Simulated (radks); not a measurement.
Q: Ga I, configuration [Ar] 3d10 4s2 4p1. Calculated with a radial shooting solver on a logarithmic mesh with Libxc functionals: Dirac Kohn-Sham, revPBE, spin-unpolarised, spherical densities, point nucleus; open shells are shared between the two j in proportion to 2j + 1. Some entries of the table are withheld. Estimate them.

orbital      occ.  eigenvalue (eV)  <r> (bohr)  <1/r> (bohr^-1)
1s1/2           2        -10227.79     0.04859            31.31
2s1/2           2        -1261.953      0.2176            6.886
2p1/2           2              (1)      0.1883            6.843
2p3/2           4              (2)      0.1918            6.669
3s1/2           2        -148.1421      0.6516            2.192
3p1/2           2        -101.2729         (3)            2.061
3p3/2           4         -97.6508         (4)            2.019
3d3/2           4              (5)      0.8064              (6)
3d5/2           6              (7)      0.8129              (8)
4s1/2           2          -8.8813       2.345           0.5578
4p1/2    0.333333              (9)       3.395           0.3881
4p3/2    0.666667             (10)       3.466           0.3798

A: 
(1) 2p1/2 eigenvalue (eV): -1116.878
(2) 2p3/2 eigenvalue (eV): -1089.227
(3) 3p1/2 <r> (bohr): 0.6718
(4) 3p3/2 <r> (bohr): 0.6826
(5) 3d3/2 eigenvalue (eV): -19.3808
(6) 3d3/2 <1/r> (bohr^-1): 1.656
(7) 3d5/2 eigenvalue (eV): -18.9195
(8) 3d5/2 <1/r> (bohr^-1): 1.644
(9) 4p1/2 eigenvalue (eV): -2.6060
(10) 4p3/2 eigenvalue (eV): -2.4915
